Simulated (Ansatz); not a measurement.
The first iterations of a band of AlH3O2 + H4Si (11 atoms, charge 0, multiplicity 1).

Level of theory: RHF/6-31G* (Ansatz 0.2.0).

```json
{
 "movable images": "9",
 "climbing image": "yes",
 "spring": "5.0 eV/Å²",
 "optimiser": "quadratic models (default)",
 "start path": "through a guess of the saddle point",
 "force threshold": "0.05 eV/Å",
 "iteration limit": "60",
 "end points": "relaxed"
}
```

First end point:

```xyz
11
Properties=species:S:1:pos:R:3
Al -0.143 -0.626 0.158
O -0.152 -1.540 1.587
H -0.908 -1.979 1.942
O 1.317 0.106 -0.298
H 2.113 0.021 0.204
H -1.401 -0.498 -0.773
Si 0.189 3.174 0.952
H 1.519 2.945 1.543
H 0.296 3.424 -0.493
H -0.448 4.330 1.612
H -0.664 1.986 1.189
```

Last end point:

```xyz
11
Properties=species:S:1:pos:R:3
Al -0.015 0.553 -0.020
O -0.473 -0.459 1.678
H -0.647 -0.017 2.502
O 1.458 -0.372 -0.057
H 1.802 -0.745 -0.853
H -1.132 0.159 -1.085
Si 0.096 2.904 0.776
H 0.975 3.078 1.965
H 0.597 3.847 -0.255
H -1.237 3.418 1.195
H 0.294 -1.021 1.780
```

| iteration | highest image above the first end (eV) | largest band force component (eV/Å) |
| --- | --- | --- |
| 1 | 25.092 | 165.044 |
| 2 | 5.016 | 21.486 |
| 3 | 2.824 | 14.491 |
| 4 | 2.572 | 6.373 |
| 5 | 2.562 | 2.718 |
| 6 | 2.604 | 2.153 |
| 7 | 2.587 | 3.999 |
| 8 | 2.601 | 1.423 |
| 9 | 2.436 | 2.819 |
| 10 | 2.060 | 2.675 |

Does the band converge within its limit, and where does its top end?

The run converged. It ended after 32 iterations with the highest image 2.444 eV above the first end. Neighbouring images differ by up to 2.1 eV, so the band resolves the path poorly. A vibrational analysis at the climbing image gives one clearly imaginary mode, 1827i cm⁻¹: a first-order saddle point. The orbitals stay closed-shell, which can raise the energy where a bond breaks towards radicals; this wasn't checked here.

Time of the run: 8 min on 1 thread of Arm Neoverse V1, on a shared host, peak memory 0.16 GiB.
